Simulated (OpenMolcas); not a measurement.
# neutral lutetium: from CASSCF to CASPT2

```json
{"Program": "OpenMolcas 26.06", "Basis": "ANO-RCC-VTZP [8s7p5d3f2g1h]", "Scalar Hamiltonian": "DKH2, point nucleus", "Active space": "3 electrons in 6 orbitals (5d 6s)", "State averaging": "2S+1 = 4 even, 20 roots (10 in the spin-orbit step); 2S+1 = 2 even, 29 roots", "Spin-orbit coupling": "state interaction with AMFI integrals over the reference wave functions, term energies averaged over their components"}
```

Methods on the same reference wave functions:
A. CASSCF
B. SS-CASPT2, IPEA 0.25 Eh, imaginary shift 0.1 Eh (closed shells correlated: 5s 5p)
C. MS-CASPT2, IPEA 0.25 Eh, imaginary shift 0.1 Eh (closed shells correlated: 5s 5p)

Energies in cm-1 above 5d 6s2 2D 3/2, the measured ground level; measured values from NIST Handbook of Basic Atomic Spectroscopic Data.

```csv
Level,A,B,C,Measured
5d 6s2 2D 3/2,0.0,0.0,0.0,0.0
5d 6s2 2D 5/2,1899,1899,1959,1994
5d2 6s 4F 3/2,14848,17640,17830,18851
5d2 6s 4F 5/2,15493,18280,18480,19403
5d2 6s 4F 7/2,16401,19230,19430,20247
5d2 6s 4F 9/2,17506,20330,20530,21242
5d2 6s 4P 1/2,21919,23500,23700,21472
5d2 6s 4P 3/2,22242,23770,23980,22468
5d2 6s 4P 5/2 [63 %],22582,23750,23970,
5d2 6s 2D 3/2,25825,25320,25700,24518
5d2 6s 2G 7/2 [72 %],27309,28930,29130,
5d2 6s 2G 9/2,27804,28690,28890,26671
5d2 6s 2F 7/2 [72 %],28805,27230,27430,
5d2 6s 2P 1/2,29105,28540,28740,28793
5d2 6s 2P 3/2,30189,29630,29850,29938
```

Deviations, from unrounded energies. A percentage is the sum of absolute deviations over the sum of measured energies, with the sign that they share, or ± where signs differ.

```tsv
Against measurement	Levels	A	B	C
mean absolute deviation (cm-1)	11	1800	1000	980
fine structure of the ground term (%)	1	-4.8	-4.8	-1.8
other configurations (%)	10	±8.2	±4.7	±4.6
```

B, C lie about equally close to measurement and A furthest from it. The largest miss of C in the table is 5d2 6s 4P 1/2, by +2200 cm-1. The ranking rests on the paired levels alone, and a cruder setting can come out closer through cancelling errors.

Between B and C the level of the table that moves most is 5d2 6s 2D 3/2, by 370 cm-1 (lowest in B, highest in C). Moves below CASPT2's spread within the term are not significant.

The mean deviations of B to C differ by less than CASPT2's widest spread within a term (800 cm-1), so their order carries little weight.

The lowest spin-free term lies below A's lowest term by 0.226 hartree in B, 0.226 hartree in C.

CASPT2 does not keep the components of a term degenerate, so their means are used; among the terms shown or strongly mixed into the levels shown the widest spread is 800 cm-1 (5d2 6s 2F, C). Some high roots are left out of the spin-orbit mixing, which shifts the levels that they would mix with. A single d shell beside an s shell can misplace configurations of different d count against each other. Without dynamic correlation excited terms often stand tens of per cent too high (terms of higher spin than the ground term too low), and those without a measured partner can miss by more than the paired ones (holds for A). The CASPT2 spread within a term exceeds the gap to the next term for 5d2 6s 2G and 5d2 6s 2P, so the order of their levels is uncertain (holds for C). Measured partners are found by configuration, term and J. A level has none where our copy of the source lacks it or the pairing is in doubt (some pairs that miss far off the trend of their configuration count as doubtful), and it then counts in no deviation. Only configurations of the active space appear. The table leaves out levels that lie high or whose names do not pair safely across all columns.

A share in square brackets marks a mixed level and gives the weight of the term that names it, the lowest over the columns.
